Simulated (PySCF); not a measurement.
Isomers of [C6H15N]+ (charge +1 and doublet state), one GFN2-xTB conformer each. Single-point energies are computed at B3LYP/pcH-1 (PySCF, gas phase, no added dispersion term), electronic only. GFN2-xTB treats the open shell by occupation alone, and not every SCF solution was tested for stability.

Problem. Rank them by B3LYP/pcH-1 energy, lowest first (kJ/mol).
A. `[CH3:1][CH2:2][C@@H:3]([CH3:4])[C@H:5]([CH3:6])[NH2+:7]` (charge +1 and doublet state) with C1–C2–C3–C4 169°, C2–C3–C5–C6 -178°, C3–C5–N7–H -146° and 76°
B. `[CH3:1][CH2:2][CH2:3][NH+:4][CH:5]([CH3:6])[CH3:7]` (charge +1 and doublet state) with C1–C2–C3–N4 -179°, C2–C3–N4–C5 -98°, C3–N4–C5–C6 -113°
C. `[CH3:1][CH2:2][N+:3]([CH2:4][CH3:5])[CH2:6][CH3:7]` (charge +1 and doublet state) with C1–C2–N3–C4 95°, C2–N3–C4–C5 -163°, C2–N3–C6–C7 -96°

Solution. C (0.0), B (9.2), A (63.8).

As drawn, the highest has an N–H bond, which the lowest lacks. Neighbours under 21 kJ/mol apart (CC[N+](CC)CC and CCC[NH+]C(C)C) can change places with a better method, another conformer or zero-point energy. GFN2-xTB itself gives, in the same order: 0.0, 30.3, 59.2. Both levels put the same isomer lowest; measured from each level's own lowest isomer, the values differ by up to 21.1 kJ/mol (CCC[NH+]C(C)C: 30.3 against 9.2).
